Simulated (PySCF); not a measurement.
MnO₂⁻: from structure and modes to constants

These are results of UPBE0/[Mn def2-SVPD, O def2-SVPD], no relativity, density fitting, PySCF, not measurements.

The quintet minimum has C2v symmetry. Masses (u): Mn 54.93805, O 15.99492.

```xyz
3
charge -1 multiplicity 5, angstrom
Mn    0.0000    0.0000   -0.2439
O     1.5256    0.0000    0.4152
O    -1.5256    0.0000    0.4152
```

Harmonic wavenumbers (cm⁻¹): 211.1 (a1, ×1), 799.8 (a1, ×1), 891.5 (b2, ×1).

**Question.** What is the harmonic zero-point energy?

**Answer.** Half the sum of all 3 wavenumbers, 1902/2 = 951 cm⁻¹, which is 11.4 kJ/mol (1 cm⁻¹ = 0.0119627 kJ/mol).

**Question.** Give the standard entropy (298.15 K, 1 bar) by its translational, rotational, vibrational and spin parts, and Cp.

**Answer.** Sackur–Tetrode with M = 86.93 u gives 164.5; rotation with symmetry number 2 gives 88.1; vibration 10.0; spin R ln 5 = 13.4. The total is 276.0 J/(mol K), and Cp = 4 R + 12.5 = 45.8 J/(mol K).

This need not be the most stable arrangement of these atoms. Open d and f shells are described by one determinant, and the ground state may have another occupation or spin. The lowest empty level of this anion is unbound, so it and the gap depend on the basis.
